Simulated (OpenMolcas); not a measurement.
Mo²⁺: effect of the active space

```
Program             : OpenMolcas
Method              : CASSCF or its RAS form
Basis               : ANO-RCC-VTZP
Scalar Hamiltonian  : DKH2, point nucleus
Spin-orbit coupling : RASSI with atomic mean-field integrals over the reference wave functions, term energies averaged over their components
```

A. 4 electrons in 5 orbitals (4d); 2S+1 = 5 even, 5 roots; 2S+1 = 3 even, 45 roots; 2S+1 = 1 even, 50 roots; cost roughly 27 core-seconds
B. 4 electrons in 6 orbitals (4d 5s); 2S+1 = 5 even, 15 roots; 2S+1 = 3 even, 95 roots; 2S+1 = 1 even, 90 roots; cost about 60 core-seconds
C. 10 electrons in 8 orbitals (RAS1 4p, at most 2 holes; RAS2 4d); 2S+1 = 5 even, 5 roots; 2S+1 = 3 even, 45 roots; 2S+1 = 1 even, 50 roots; cost about 40 core-seconds
D. 4 electrons in 9 orbitals (RAS2 4d 5s; RAS3 5p, at most 2 electrons); 2S+1 = 5 even, 15 roots; 2S+1 = 3 even, 90 roots kept (CI in the orbitals of an earlier block); 2S+1 = 1 even, 90 roots kept (CI in the orbitals of an earlier block, 84 in the spin-orbit step); 2S+1 = 5 odd, 30 roots (21 in the spin-orbit step); 2S+1 = 3 odd, 84 roots kept (CI in the orbitals of an earlier block, 5 in the spin-orbit step); 2S+1 = 1 odd, 89 roots kept (CI in the orbitals of an earlier block, 0 in the spin-orbit step); cost roughly 2.3 core-minutes
E. 4 electrons in 10 orbitals (4d 5d); 2S+1 = 5 even, 5 roots; 2S+1 = 3 even, 45 roots; 2S+1 = 1 even, 49 roots; cost of the order of 50 core-seconds

Energies in eV above 4d4 5D0, the measured ground level; measured values from Sugar and Musgrove, J. Phys. Chem. Ref. Data 17, 155 (1988).

| Level | A | B | C | D | E | Measured |
| --- | --- | --- | --- | --- | --- | --- |
| 4d4 5D0 | 0.0000 | 0.0000 | 0.0000 | 0.0000 | 0.0000 | 0.0000 |
| 4d4 5D1 | 0.0269 | 0.0292 | 0.0293 | 0.0291 | 0.0273 | 0.0300 |
| 4d4 5D2 | 0.0766 | 0.0823 | 0.0823 | 0.0821 | 0.0777 | 0.0829 |
| 4d4 5D3 | 0.1439 | 0.1531 | 0.1530 | 0.1529 | 0.1461 | 0.1518 |
| 4d4 5D4 | 0.2249 | 0.2371 | 0.2368 | 0.2371 | 0.2286 | 0.2321 |
| 4d4 3H4 | 1.9628 | 1.8781 | 2.0798 | 2.0132 | 1.9040 | 1.5721 |
| 4d4 3P0(1) | 2.0146 | 1.7723 | 1.7791 | 1.8559 | 1.9449 | 1.3823 |
| 4d4 3H5 | 2.0227 | 1.9427 | 2.1548 | 2.0804 | 1.9684 | 1.6460 |
| 4d4 3H6 | 2.0813 | 2.0038 | 2.2204 | 2.1441 | 2.0311 | 1.7124 |
| 4d4 3P1(1) | 2.1660 | 1.9239 | 1.9414 | 2.0118 | 2.0987 | 1.5511 |
| 4d4 3F3(1) | 2.2734 | 2.1227 | 2.2041 | 2.2323 | 2.2085 | 1.7294 |
| 4d4 3F2(1) | 2.2836 | 2.1178 | 2.1923 | 2.2248 | 2.2179 |  |
| 4d4 3F4(1) | 2.3026 | 2.1549 | 2.2447 | 2.2663 | 2.2419 | 1.7725 |
| 4d4 3P2(1) | 2.4005 | 2.1631 | 2.1857 | 2.2575 | 2.3354 |  |
| 4d4 3G3 | 2.5051 | 2.3988 | 2.5285 | 2.5263 | 2.4381 | 1.9678 |
| 4d4 3G4 | 2.5555 | 2.4550 | 2.5860 | 2.5850 | 2.4909 | 2.0188 |
| 4d4 3G5 | 2.5923 | 2.5026 | 2.6434 | 2.6348 | 2.5324 | 2.0723 |
| 4d4 1I6 | 3.0062 | 2.9122 | 3.2082 | 3.1188 | 2.9341 | 2.5157 |
| 4d4 3D3 | 3.1593 | 3.0552 | 3.0718 | 3.1724 | 3.0884 | 2.4162 |
| 4d4 3D2 | 3.1777 | 3.0638 | 3.0833 | 3.1827 | 3.1039 | 2.4272 |
| 4d4 3D1 | 3.2082 | 3.1050 | 3.1206 | 3.2232 | 3.1339 |  |
| 4d4 1G4(1) | 3.2111 | 3.0966 | 3.1419 | 3.2560 | 3.1280 | 2.5555 |
| 4d4 1D2(1) | 3.8792 | 3.5315 | 3.6844 | 3.6954 | 3.7852 | 2.8276 |
| 4d4 1F3 | 4.3915 | 4.1759 | 4.3047 | 4.3641 | 4.2913 |  |

Deviations, from unrounded energies. A percentage is the sum of absolute deviations over the sum of measured energies, with the sign that they share, or ± where signs differ.

```tsv
Against measurement	Levels	A	B	C	D	E
mean absolute deviation (cm-1)	19	3700	2800	3600	3700	3300
fine structure of the ground term (%)	4	-4.9	±1.5	±1.5	±1.6	-3.4
other terms of the ground configuration (%)	15	+29.0	+22.0	+27.9	+28.5	+25.6
```

B lies closest to measurement on these levels and A furthest from it. The largest miss of B in the table is 4d4 1D2(1), by +5700 cm-1. The ranking rests on the paired levels alone, and a cruder setting can come out closer through cancelling errors.

The spin-orbit steps hold different terms of 4d4 (D lacks a 1S; E lacks a 1S), which shifts levels as well.

Among A to E the level of the table that moves most is 4d4 1D2(1), by 2800 cm-1 (lowest in B, highest in A).

Without dynamic correlation excited terms often stand tens of per cent too high (terms of higher spin than the ground term too low), and those without a measured partner can miss by more than the paired ones. Levels of configurations with an s electron are missing; early in the row they begin among the upper levels of the d shell and mix with terms of their name (holds for A). Some levels mix across a computed gap that differs much from the measured one, so their mixing is not that of the real levels (holds for A; B; C; E). Configurations are named by rounded mean occupations; where the s occupation lies near a half they are strongly mixed, a name can repeat and a true partner stay unpaired (holds for B). Active for correlation alone: 4p; no level in the range computed is led by a configuration that opens it, so any true level of that kind is missing (holds for C). Some high roots are left out of the spin-orbit mixing, which shifts the levels that they would mix with (holds for D). Terms from blocks run as CI alone lack orbitals of their own (holds for D). Active for correlation alone: 5d; no level in the range computed is led by a configuration that fills it, so any true level of that kind is missing (holds for E). Computed and measured levels are paired by configuration, term and J; levels that our copy of the source lacks, or whose pairing is in doubt (as where it misses far off the trend of its configuration), stay unpaired and out of the deviations. Levels of configurations outside the active space are missing. The table leaves out levels that lie high or whose names do not pair safely across all columns.

A number in round brackets counts repeated terms of one configuration in the order of the reference energies.
